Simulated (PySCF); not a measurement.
SMILES C[Si](O)(O)[Si](C)(O)O (C2H10O4Si2), GFN2-xTB optimised geometry. Atoms within 1.6 Å of the plane z = 0.0 Å (x, y, z in Å): Si1 (0.46, -0.11, 0.00), O3 (0.06, 1.48, 0.00), O4 (2.10, -0.11, 0.00), H10 (0.01, -2.02, -1.59), H12 (0.53, 2.08, -0.57), H13 (2.57, -0.92, 0.16), H14 (-2.57, -2.08, 1.06), H16 (-2.92, -0.41, 1.46).

Method: PySCF 2.14.0 with B3LYP/def2-SVP. Cells within 0.4 Å of a nucleus heavier than hydrogen are left out (blank, or x).

Map of the electron localisation function on the plane z = 0.0 Å:

```
|00000000000000000000000000000|
|00000000000000000000000000000|
|00000000000000000000000000000|
|00000000000000000000000000000|
|00000000000000000000000000000|
|00000000000000000000000000000|
|00000000000001123200000000000|
|00000000000233456510000000000|
|00000000002577787520000000000|
|00000000004788x77510000000000|
|00000000004798xx7400011000000|
|00000000002578788301465200000|
|00000000000247874215887410000|
|00000000000012021168898410000|
|000000000000104xx08xx77300000|
|000000000001211xx08xx77410000|
|00000000000034100277899720000|
|00000000000013431234899850000|
|00000011000001221102799850000|
|00001366200000000000477610000|
|00002798500000000000011000000|
|00002798500000000000000000000|
|00000366200000000000000000000|
|00000011000000000000000000000|
|00000000000000000000000000000|
|00000000000000000000000000000|
|00000000000000000000000000000|
|00000000000000000000000000000|
|00000000000000000000000000000|
```
Scale: ten equal steps from 0.000 (start of '0') to 0.981 (end of '9'), in the order '0123456789'; x runs from -5.00 to 5.00, y from -5.00 (bottom) to 5.00 (top).
